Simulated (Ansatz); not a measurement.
Reaction (atomization): `[GaH2][CH]1BO1` → B• + C• + Ga• + 4 H• + O•

Program: Ansatz. Geometries: PBE0-D4/def2-TZVP. ΔE: electronic, gas phase. CCSD(T)/CBS is the MP2 limit (def2-TZVPP, def2-QZVPP) plus CCSD(T) − MP2 in def2-TZVPP, frozen cores. This one scheme is used for every species, atoms too. DFT in def2-TZVPP. HSE06 is defined as in plane-wave codes. No spin–orbit coupling; open shells (•) take unrestricted orbitals. Spin–orbit coupling would lower the free atoms: a little for B, C, O; clearly for Ga. For Ga outer-core shells are correlated without core-valence functions, so the limit isn't a true one: a few kJ/mol of doubt a bond, and 10 to 20 or more in all where bonds break to atoms. Scalar relativity is left out up to krypton.

Task: What is ΔE at CCSD(T)/CBS? (An estimate is asked.)

Result: Computed: +28.19 eV.

Task: What do these levels give: PBE-D4, revPBE-D4, HSE06-D4, HSE06, LC-ωPBE, MP2/def2-SVP? (Best estimate.)

Result: The calculation gave: PBE-D4 28.92, revPBE-D4 28.11, HSE06-D4 28.31, HSE06 28.20, LC-ωPBE 28.44, MP2/def2-SVP 27.47 eV.

Largest T1 diagnostic among the species: 0.016.

Leaving LDA and LC-ωPBE aside and taking each functional with its dispersion term where it has one, the values, not all of them listed here, spread over 1.74 eV, from BHLYP-D4 to PBE-D4. LDA lies +3.97 eV from PBE without D4, its usual overbinding. From r2SCAN to r2SCAN0 (25 % exact exchange), in def2-TZVPP and without D4, ΔE moves by −0.61 eV: exact exchange takes away binding that semilocal exchange gives to molecules.

For atomizations the MP2-based limit and the directly extrapolated one differ by several kJ/mol either way, and by 10 to 25 for some Ge, Se and Sn compounds, so smaller differences from it don't rank the levels.
